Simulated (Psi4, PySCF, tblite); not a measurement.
Approach curve of the dimer H2 ··· H4O4Si (SMILES [H][H] and O[Si](O)(O)O). Monomers: optimised at B3LYP-D3(BJ) (def2-TZVP), held rigid. Orientation: lowest of the rigid-body minima from ten starts at GFN2-xTB. Only R, the distance of the centres of mass, is varied, so the lowest point isn't the relaxed dimer.

Geometry at R = 3.58 Å (first 2 atoms: monomer A):
```
11

H      0.3719     0.0000     0.0000
H     -0.3719     0.0000     0.0000
O      2.5366     1.7646     1.6445
Si     3.4118     0.5814     0.9311
O      4.9829     1.0037     1.0974
O      2.9725    -0.8185     1.6535
O      3.1550     0.3759    -0.6709
H      1.6334     1.5537     1.8936
H      5.2386     1.4303     1.9190
H      3.1642    -1.6345     1.1847
H      3.6108     0.9729    -1.2694
```

- PBE/def2-TZVP, counterpoise-corrected (Psi4)
- GFN2-xTB (tblite)
- SCS-MP2/aug-cc-pVDZ = DF-SCS-MP2/aug-cc-pVDZ, frozen core, counterpoise-corrected (Psi4)
- RKS-B3LYP/6-31G* = PySCF with restricted B3LYP/6-31G*, spherical d, no counterpoise correction
- PBE0/def2-TZVP, counterpoise-corrected (Psi4)

Interaction energies in kJ/mol (negative: bound); R is the distance of the centres of mass, d the H1···H8 distance.

```json
[
 {"R / Å": "2.97", "d / Å": "2.36", "PBE/def2-TZVP": "6.85", "GFN2-xTB": "2.68", "SCS-MP2/aug-cc-pVDZ": "9.38", "RKS-B3LYP/6-31G*": "9.78", "PBE0/def2-TZVP": "6.90"},
 {"R / Å": "3.17", "d / Å": "2.48", "PBE/def2-TZVP": "2.21", "GFN2-xTB": "-1.44", "SCS-MP2/aug-cc-pVDZ": "3.70", "RKS-B3LYP/6-31G*": "4.18", "PBE0/def2-TZVP": "2.33"},
 {"R / Å": "3.40", "d / Å": "2.63", "PBE/def2-TZVP": "-0.29", "GFN2-xTB": "-3.28", "SCS-MP2/aug-cc-pVDZ": "0.54", "RKS-B3LYP/6-31G*": "0.99", "PBE0/def2-TZVP": "-0.09"},
 {"R / Å": "3.58", "d / Å": "2.76", "PBE/def2-TZVP": "-1.10", "GFN2-xTB": "-3.58", "SCS-MP2/aug-cc-pVDZ": "-0.57", "RKS-B3LYP/6-31G*": "-0.12", "PBE0/def2-TZVP": "-0.86"},
 {"R / Å": "3.80", "d / Å": "2.91", "PBE/def2-TZVP": "-1.41", "GFN2-xTB": "-3.38", "SCS-MP2/aug-cc-pVDZ": "-1.10", "RKS-B3LYP/6-31G*": "-0.62", "PBE0/def2-TZVP": "-1.15"},
 {"R / Å": "4.00", "d / Å": "3.07", "PBE/def2-TZVP": "-1.39", "GFN2-xTB": "-2.99", "SCS-MP2/aug-cc-pVDZ": "-1.19", "RKS-B3LYP/6-31G*": "-0.67", "PBE0/def2-TZVP": "-1.13"},
 {"R / Å": "4.31", "d / Å": "3.31", "PBE/def2-TZVP": "-1.13", "GFN2-xTB": "-2.31", "SCS-MP2/aug-cc-pVDZ": "-1.03", "RKS-B3LYP/6-31G*": "-0.50", "PBE0/def2-TZVP": "-0.91"},
 {"R / Å": "4.57", "d / Å": "3.52", "PBE/def2-TZVP": "-0.88", "GFN2-xTB": "-1.81", "SCS-MP2/aug-cc-pVDZ": "-0.83", "RKS-B3LYP/6-31G*": "-0.34", "PBE0/def2-TZVP": "-0.71"},
 {"R / Å": "5.08", "d / Å": "3.96", "PBE/def2-TZVP": "-0.48", "GFN2-xTB": "-1.08", "SCS-MP2/aug-cc-pVDZ": "-0.50", "RKS-B3LYP/6-31G*": "-0.17", "PBE0/def2-TZVP": "-0.39"},
 {"R / Å": "5.82", "d / Å": "4.62", "PBE/def2-TZVP": "-0.18", "GFN2-xTB": "-0.50", "SCS-MP2/aug-cc-pVDZ": "-0.24", "RKS-B3LYP/6-31G*": "-0.08", "PBE0/def2-TZVP": "-0.15"},
 {"R / Å": "6.80", "d / Å": "5.52", "PBE/def2-TZVP": "-0.06", "GFN2-xTB": "-0.20", "SCS-MP2/aug-cc-pVDZ": "-0.10", "RKS-B3LYP/6-31G*": "-0.04", "PBE0/def2-TZVP": "-0.06"},
 {"R / Å": "8.08", "d / Å": "6.73", "PBE/def2-TZVP": "-0.02", "GFN2-xTB": "-0.07", "SCS-MP2/aug-cc-pVDZ": "-0.04", "RKS-B3LYP/6-31G*": "-0.02", "PBE0/def2-TZVP": "-0.02"}
]
```

Lowest grid point: PBE/def2-TZVP -1.41 kJ/mol at R = 3.80 Å; GFN2-xTB -3.58 kJ/mol at R = 3.58 Å; SCS-MP2/aug-cc-pVDZ -1.19 kJ/mol at R = 4.00 Å; RKS-B3LYP/6-31G* -0.67 kJ/mol at R = 4.00 Å; PBE0/def2-TZVP -1.15 kJ/mol at R = 3.80 Å.
